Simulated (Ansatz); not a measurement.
Pulling on the N6–H7 bond in CH5MgN (SMILES [CH3][Mg][NH2]) (multiplicity 1 held, fragments rigid). Energies count from the point at 1.011 Å.
Geometry at that point (charge 0, multiplicity 1):
```xyz
8

Mg     0.008    -0.047     0.030
C     -0.280     1.674    -1.111
H     -1.046     2.320    -0.674
H     -0.602     1.433    -2.128
H      0.637     2.264    -1.189
N      0.270    -1.611     1.070
H      0.883    -2.384     0.851
H     -0.178    -1.831     1.949
```

R- and RO- levels are restricted; in cc, def2 and unpolarised 6-31G sets they are followed outwards from rest. Unrestricted levels (U-) break spin symmetry where that is lower. Curves can end on different states.

Frozen-core correlation.

The values were computed with Ansatz (a first-principles code). 

Energies in kcal/mol.

| R (Å) | U-MP2/def2-SVP | R-SCS-MP2/def2-SVP | U-SCS-MP2/def2-SVP | U-CCSD/def2-SVP |
|---|---|---|---|---|
| 0.808 | 37.3 | 37.5 | 37.5 | 37.4 |
| 0.910 | 7.8 | 7.9 | 7.9 | 7.8 |
| 1.011 | 0.0 | 0.0 | 0.0 | 0.0 |
| 1.112 | 4.0 | 3.8 | 3.8 | 3.8 |
| 1.213 | 14.0 | 13.7 | 13.7 | 13.6 |
| 1.364 | 33.8 | 33.2 | 33.2 | 32.8 |
| 1.516 | 59.1 | 53.7 | 58.4 | 52.6 |
| 1.769 | 98.7 | 84.4 | 98.5 | 81.8 |
| 2.021 | 112.7 | 108.6 | 112.4 | 102.2 |
| 2.324 | 117.8 | 129.2 | 117.4 | 114.8 |
| 2.729 | 116.4 | 144.7 | 116.0 | 113.7 |
| 3.234 | 115.9 | 149.0 | 115.5 | 113.4 |

Doubts at one or more of the structures used: a spin-contaminated determinant (U-MP2/def2-SVP, U-SCS-MP2/def2-SVP, U-CCSD/def2-SVP); a restricted determinant that unrestricted orbitals would lower (R-SCS-MP2/def2-SVP); T1 above 0.05 (U-CCSD/def2-SVP).
